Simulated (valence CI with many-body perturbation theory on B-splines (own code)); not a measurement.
## Forbidden lines of Ga XXVI

Level of theory: configuration interaction combined with many-body perturbation theory (CI+MBPT): four valence electrons over a frozen Dirac-Fock core [He], a basis of 11 s, 11 p, 9 d, 7 f, 5 g, 2 h, 1 i functions for each j, with the one-electron correlation potential Σ1 (screened to all orders), the two-electron term Σ2, the three-electron term Σ3, Breit, model QED; selected single and double excitations, second order for the rest (own B-spline code, finite nucleus).

No measured levels were compared; by estimate levels of excited configurations hold to 0.05 to 0.15 % of their energy, terms of the ground configuration to about 0.5 %. Among the levels kept, up to 270 cm⁻¹ of a level comes from second order outside the variational space, and about a tenth of that is noise between levels of different J, which matters for small intervals.

Lines 1 to 30 of 30 in falling wavelength, among levels below 1622.1 eV, chosen from the decays that carry over 1 % of a level's rate. Wavelengths and rates use the calculated energies, so an error of 800 cm⁻¹ moves a line at 415.3 Å by 0.33 % and its rate by three times that or more. Electric multipoles are in the length gauge, E1 and E2 with the static RPA response of the core. Weak lines are less certain than strong ones. Lines between different terms over intervals too small for the method are left out, as are lines whose strength nearly cancels. The highest levels of a list are the least certain.

Names give the largest LS component (configuration and term), which can be under half, so a name can repeat, a term be missing and a line seem to break the LS rules; names also repeat where a configuration has a term twice. Letters in brackets count levels of one name in rising energy.

| λ vac (Å) | Upper | Lower | Type | A (s⁻¹) | Branch % |
| --- | --- | --- | --- | --- | --- |
| 1555 | 2s2 2p2 3P_2 | 2s2 2p2 3P_1 | M1 | 2.14e+03 | 99.2 |
| 535.3 | 2s2 2p2 3P_1 | 2s2 2p2 3P_0 | M1 | 9.85e+04 | 100.0 |
| 415.3 | 2s2 2p2 1D_2 | 2s2 2p2 3P_2 | M1 | 1.36e+05 | 46.8 |
| 327.8 | 2s2 2p2 1D_2 | 2s2 2p2 3P_1 | M1 | 1.55e+05 | 53.2 |
| 215.1 | 2s2 2p2 1S_0 | 2s2 2p2 3P_1 | M1 | 8.56e+05 | 99.9 |
| 9.331 | 2s2 2p 3d 3F°_4 | 2s 2p3 1D°_2 | E2 | 2.96e+07 | 1.3 |
| 9.132 | 2s2 2p 3d 3F°_4 | 2s 2p3 3P°_2 | E2 | 1.22e+08 | 5.5 |
| 8.963 | 2s2 2p 3d 3F°_4 | 2s 2p3 3D°_3 | E2 | 4.47e+07 | 2.0 |
| 8.906 | 2s2 2p 3d 3F°_4 | 2s 2p3 3D°_2 | E2 | 3.14e+07 | 1.4 |
| 8.814 | 2s 2p2 3p 3F°_4 | 2s 2p3 1D°_2 | E2 | 5.29e+08 | 2.4 |
| 8.747 | 2s 2p2 3p 5D°_4 | 2s 2p3 3D°_3 | E2 | 7.65e+08 | 6.5 |
| 8.689 | 2s2 2p 3p 3D_1 | 2s2 2p2 3P_2 | E2 | 5.51e+09 | 6.2 |
| 8.653 | 2s2 2p 3p 3P_1 [b] | 2s2 2p2 1D_2 | E2 | 8.55e+09 | 1.5 |
| 8.641 | 2s2 2p 3p 3D_1 | 2s2 2p2 3P_1 | E2 | 5.21e+09 | 5.8 |
| 8.636 | 2s 2p2 3p 3F°_4 | 2s 2p3 3P°_2 | E2 | 8.49e+08 | 3.9 |
| 8.634 | 2s2 2p 3p 3P_2 | 2s2 2p2 1D_2 | E2 | 6.01e+09 | 1.7 |
| 8.624 | 2s2 2p 3p 3D_3 | 2s2 2p2 1D_2 | E2 | 2.63e+09 | 2.3 |
| 8.614 | 2s2 2p 3p 3P_0 | 2s2 2p2 3P_2 | E2 | 8.22e+09 | 1.7 |
| 8.606 | 2s2 2p 3p 3D_2 | 2s2 2p2 3P_2 | E2 | 3.64e+09 | 2.6 |
| 8.567 | 2s 2p2 3d 5F_5 | 2s 2p3 3D°_3 | M2 | 5.21e+07 | 3.1 |
| 8.558 | 2s2 2p 3p 3D_2 | 2s2 2p2 3P_1 | E2 | 1.72e+09 | 1.2 |
| 8.498 | 2s 2p2 3p 5D°_3 | 2s 2p3 5S°_2 | E2 | 5.66e+09 | 9.2 |
| 8.485 | 2s 2p2 3p 3F°_4 | 2s 2p3 3D°_3 | E2 | 5.14e+09 | 23.7 |
| 8.449 | 2s2 2p 3p 3D_3 | 2s2 2p2 3P_2 | E2 | 3.98e+09 | 3.5 |
| 8.434 | 2s 2p2 3p 3F°_4 | 2s 2p3 3D°_2 | E2 | 3.78e+09 | 17.4 |
| 8.433 | 2s 2p2 3p 5D°_4 | 2s 2p3 5S°_2 | E2 | 7.00e+09 | 59.3 |
| 8.431 | 2s2 2p 3d 3F°_4 | 2s2 2p2 1D_2 | M2 | 5.34e+07 | 2.4 |
| 8.424 | 2s2 2p 3p 3D_2 | 2s2 2p2 3P_0 | E2 | 4.52e+09 | 3.2 |
| 8.403 | 2s2 2p 3p 3D_3 | 2s2 2p2 3P_1 | E2 | 3.40e+09 | 3.0 |
| 7.925 | 2s 2p2 3d 5D_4 | 2s2 2p2 3P_2 | E2 | 2.45e+09 | 2.6 |
